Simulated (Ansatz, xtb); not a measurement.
Relative energy of two isomers of C5H9PS

We compare I, `CC1=CCC[P@@H]1=S`, a singlet, with II, `C=C[C@@H]1CC[P@H]1=S`, a singlet. Both are isolated molecules in the gas phase, relaxed with PBE0-D3(BJ)/def2-SVP; the shapes shown needn't be the lowest conformers.

I (Å):

```
atom    x (Å)    y (Å)    z (Å)
   C   0.4786  -0.3568  -1.9333
   C   0.8674   0.8576  -1.1683
   C   0.3202   1.3600  -0.0521
   C   0.9101   2.6146   0.5326
   C   1.8179   3.2560  -0.5242
   P   2.2423   1.9218  -1.7167
   S   2.4100   2.3295  -3.6097
   H   0.3371  -0.0995  -2.9953
   H  -0.4475  -0.8024  -1.5433
   H   1.2738  -1.1201  -1.8973
   H  -0.5209   0.8686   0.4504
   H   1.4824   2.3613   1.4434
   H   0.1208   3.3100   0.8615
   H   2.7157   3.7421  -0.1186
   H   1.2730   3.9990  -1.1271
   H   3.3937   1.2969  -1.1444
```

II (Å):

```xyz
16

C     0.1268    2.1728   -1.5254
C     0.3833    1.0836   -0.7977
C     0.6087   -0.2725   -1.3482
C    -0.0054   -1.5065   -0.6439
C     1.1098   -2.5215   -0.9596
P     2.2758   -1.1019   -1.1471
S     3.7633   -0.9916   -2.3742
H     0.0409    2.1230   -2.6154
H     0.0004    3.1525   -1.0585
H     0.4638    1.1760    0.2935
H     0.4068   -0.3069   -2.4320
H    -1.0092   -1.7812   -1.0011
H    -0.0771   -1.3260    0.4407
H     1.3433   -3.2950   -0.2164
H     0.9829   -2.9878   -1.9485
H     2.5617   -0.7907    0.2172
```

Quicker runs give these differences E(II) − E(I): GFN2-xTB +20.9 kcal/mol; HF/STO-3G +25.7 kcal/mol (at GFN2-xTB geometries); r2SCAN-D4/def2-SVP +21.6 kcal/mol (at GFN2-xTB geometries).

Estimate E(II) − E(I) at the level CCSD(T)/def2-SVP + ΔMP2/def2-TZVPP.

Calculated at CCSD(T)/def2-SVP + ΔMP2/def2-TZVPP: E(II) − E(I) = +19.4 kcal/mol, so structure I lies lower.

How the difference moves with the method:

```tsv
level	geometry	E(II) − E(I) (kcal/mol)	departure from the last row (kcal/mol)	job, with rough time for the two
GFN2-xTB	GFN2-xTB	+20.9	+1.5	optimisation, 0.46 s
HF/STO-3G	GFN2-xTB	+25.7	+6.3	single point, 0.46 s
r2SCAN-D4/def2-SVP	GFN2-xTB	+21.6	+2.2	single point, 5.1 s
PBE0-D3(BJ)/def2-SVP	PBE0-D3(BJ)/def2-SVP	+21.2	+1.8	optimisation, 57 s
HF/def2-SVP	PBE0-D3(BJ)/def2-SVP	+22.1	+2.7	part of the CCSD(T) run
MP2/def2-SVP	PBE0-D3(BJ)/def2-SVP	+20.9	+1.5	part of the CCSD(T) run
CCSD(T)/def2-SVP	PBE0-D3(BJ)/def2-SVP	+20.1	+0.7	single point
CCSD(T)/def2-SVP + ΔMP2/def2-TZVPP	PBE0-D3(BJ)/def2-SVP	+19.4		single point, 94 s
```

As drawn, both hold the same kinds of bond in the same numbers. Structure I has 1 methyl group, II 0. Structure I has a 5-membered ring, II a 4-membered ring.

None of the levels shown reverses the order. The largest departure from CCSD(T)/def2-SVP + ΔMP2/def2-TZVPP is that of HF/STO-3G, 6.3 kcal/mol. The last row adds to CCSD(T) the change of the MP2 difference between the two basis sets, here −0.7 kcal/mol.

With thermal terms from frequencies at re-optimised GFN2-xTB minima (ideal gas, soft modes damped towards free rotors, one conformer each, 298.15 K, 1 atm): on the last row, ΔE + ΔZPE = +19.0, ΔH = +19.0, ΔG = +18.9 kcal/mol.

The correlated steps freeze 15 core orbitals. Programs: Ansatz 0.2.0, xtb 6.7.1; the last row on 4 threads of Arm Neoverse V1 on a shared host.
